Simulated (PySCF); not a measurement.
Y(OH) (HOY), SMILES [OH][Y]. Geometry optimised at PBE-D3(BJ)/def2-TZVPD. The spin state was assumed, not searched. The def2 effective core potentials stand for the cores of Y; spin–orbit coupling is left out.

Computed equilibrium geometry at PBE-D3(BJ)/def2-TZVPD (PySCF confirms it by a frequency run) as a Z-matrix, and its point group:
point group C∞v.
```
O
H 1 0.9654
Y 1 1.9465 2 180.00
```
Charge 0, spin multiplicity 1.
